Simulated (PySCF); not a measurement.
## Bonding in `Cc1cpcn1C(C)(C)C`

Species: C8H14NP.
Atom-mapped SMILES: `[CH3:1][c:2]1[cH:3][p:4][cH:5][n:6]1[C:7]([CH3:8])([CH3:9])[CH3:10]` (hydrogens: H11, H12, H13 on C1; H14 on C3; H15 on C5; H16, H17, H18 on C8; H19, H20, H21 on C9; H22, H23, H24 on C10)

Geometry (GFN2-xTB, Å), atoms numbered from 1 in this order:
```
atom  x, y, z in Å
C1     1.9852   -1.1817    0.4304
C2     1.6235    0.2074    0.0117
C3     2.5858    1.1560   -0.1997
P4     1.9329    2.6987   -0.7062
C5     0.3823    1.9860   -0.6054
N6     0.3595    0.6793   -0.2285
C7    -0.8965   -0.0600   -0.0284
C8    -1.1626   -0.1923    1.4774
C9    -2.0820    0.6905   -0.6497
C10   -0.8253   -1.4348   -0.7099
H11    1.9045   -1.8813   -0.4010
H12    3.0230   -1.1763    0.7558
H13    1.3800   -1.5463    1.2564
H14    3.6359    0.9643   -0.0691
H15   -0.5279    2.5079   -0.8209
H16   -2.0973   -0.7222    1.6421
H17   -0.3683   -0.7329    1.9827
H18   -1.2374    0.7952    1.9279
H19   -2.9747    0.0776   -0.5495
H20   -1.9147    0.8784   -1.7077
H21   -2.2769    1.6313   -0.1416
H22   -0.3080   -2.1673   -0.1017
H23   -0.3220   -1.3498   -1.6705
H24   -1.8308   -1.8079   -0.8870
```

Bond orders from the PBE0/pcSseg-1 density (PySCF). Isolated species at its GFN2-xTB geometry, gas phase.

Problem. How far do the computed orders between heavy atoms stray from the drawn ones?

Solution. The largest departure is 0.412, at N6–C2 (drawn aromatic, 1.088), counting aromatic bonds as 1.5. Drawn single, order below 0.88: N6–C7 (0.827). The bonds drawn aromatic range from 1.09 to 1.52.

Problem. Give the Mayer order of every bond between heavy atoms, beside its length.

Solution. 
```csv
bond,drawn as,length (Å),Mayer order
C1–C2,single,1.495,1.074
C2–C3,aromatic,1.368,1.517
C3–P4,aromatic,1.750,1.235
P4–C5,aromatic,1.710,1.451
C5–N6,aromatic,1.360,1.223
N6–C7,single,1.471,0.827
C7–C8,single,1.535,1.013
C7–C9,single,1.534,1.055
C7–C10,single,1.536,1.016
N6–C2,aromatic,1.371,1.088
```

By pair of heavy elements: C–C: lowest C7–C8 and C7–C10 (1.013, 1.535 Å), highest C2–C3 (1.517, 1.368 Å). C–P: lowest C3–P4 (1.235, 1.750 Å), highest P4–C5 (1.451, 1.710 Å). C–N: lowest N6–C7 (0.827, 1.471 Å), highest C5–N6 (1.223, 1.360 Å). Bonds named together lie within 0.004.

Problem. And the bonds to hydrogen?

Solution. C–H: 0.93 to 0.96 (14 bonds).

Problem. Sum the orders of all bonds at each heavy atom with more than one neighbour and set the sums beside the valence in the SMILES.

Solution. C1 3.891 (drawn 4), C2 3.679 (drawn 4), C3 3.708 (drawn 4), P4 2.686 (drawn 3), C5 3.616 (drawn 4), N6 3.138 (drawn 3), C7 3.911 (drawn 4), C8 3.877 (drawn 4), C9 3.914 (drawn 4), C10 3.890 (drawn 4). Orders between atoms that aren't bonded are not in these sums.

For a closed shell the Mayer order of atoms A and B is Σ (PS)μν (PS)νμ over the basis functions μ on A and ν on B, with P the density and S the overlap matrix.

The run behind these numbers computed NMR shieldings as well. The run took 60 s on one thread, Arm Neoverse V1 (aarch64), no GPU, shared host with 64 logical CPUs at a one-minute load of 16, and the process peaked at 1.2 GiB of memory.
